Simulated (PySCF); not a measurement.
Dipole response of Ni²⁺ (nickel, charge +2)

[Ar] 3d8, high-spin 3F determinant. All numbers are calculated (PySCF 2.14, the spin-free X2C one-electron Hamiltonian (Gaussian nucleus), in ANO-RCC-VTZP). Coupled (time-dependent) response in atomic units; α is the mean over directions. The basis has no added diffuse functions, which lowers α and C₆.

```json
{"method": "wB97M-V", "mean α (bohr³)": "3.080", "C₆ (like pair)": "8.482", "S(−4)": "6.008"}
```

S(−4) is the Cauchy moment in α(ω) = α(0) + S(−4) ω² + …

α(iu) at wB97M-V:

```
u (hartree)  α(iu) (bohr³)
          0          3.080
     0.0500          3.065
      0.100          3.022
      0.200          2.869
      0.300          2.666
      0.500          2.261
      0.750          1.879
       1.00          1.616
       1.50          1.270
       2.00          1.030
       3.00         0.7030
       5.00         0.3685
```

A single London oscillator, α(iu) = α/(1 + u²/ω²), gives C₆ = (3/4) ω α². Matching the computed C₆ needs ω = 4 × 8.482 / (3 × 3.080²) = 1.19 hartree.

For an ion, C₆ is the dispersion term alone; charge-induced terms of lower order in 1/R come first.
